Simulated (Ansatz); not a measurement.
Ga₅As₄. Total charge 0; doublet. Geometry r2SCAN-D4/def2-SVP; atoms count from 1.

Cartesian coordinates in Å:
```
Ga -0.1242 0.2544 -1.0863
Ga 0.6292 1.2650 1.9979
Ga 0.4896 -4.1130 -1.1635
Ga 1.5521 -1.9003 -0.0300
Ga -1.7273 2.0287 0.7010
As -2.2462 1.2325 -1.3692
As 0.4340 -1.8318 -2.2121
As -1.0157 2.5750 2.8724
As 2.0084 0.4894 0.2899
```

Another isomer (doublet) lies 1.17 eV lower at PBE-D4/def2-SVP; other spin states weren't run for this one.

(1) Estimate the Mulliken populations from the PBE/def2-SVP orbitals of Ansatz.

(2) Where does the spin sit?

(3) And the Mayer bond orders between heavy atoms (over 0.3)?

Answers

(1) 
```json
{"atom": "Ga1", "charge (e)": "0.03", "spin (α − β)": "-0.01"}
{"atom": "Ga2", "charge (e)": "0.03", "spin (α − β)": "0.03"}
{"atom": "Ga3", "charge (e)": "0.17", "spin (α − β)": "0.06"}
{"atom": "Ga4", "charge (e)": "0.02", "spin (α − β)": "0.42"}
{"atom": "Ga5", "charge (e)": "0.01", "spin (α − β)": "0.00"}
{"atom": "As6", "charge (e)": "-0.03", "spin (α − β)": "0.02"}
{"atom": "As7", "charge (e)": "-0.14", "spin (α − β)": "0.32"}
{"atom": "As8", "charge (e)": "-0.01", "spin (α − β)": "0.01"}
{"atom": "As9", "charge (e)": "-0.07", "spin (α − β)": "0.14"}
```
Mulliken values depend strongly on the basis.

(2) Summed by element: Ga 0.51, As 0.49, of 1 unpaired in all. Largest on single atoms: Ga4 0.42, As7 0.32, As9 0.14.

(3) Ga1–As6 1.16 (2.35 Å); Ga1–As7 0.84 (2.44 Å); Ga1–As9 0.68 (2.55 Å); Ga2–As8 1.37 (2.28 Å); Ga2–As9 1.03 (2.33 Å); Ga3–Ga4 0.43 (2.70 Å); Ga3–As7 0.82 (2.51 Å); Ga4–As7 0.99 (2.45 Å); Ga4–As9 0.82 (2.45 Å); Ga5–As6 1.29 (2.28 Å); Ga5–As8 1.06 (2.35 Å).
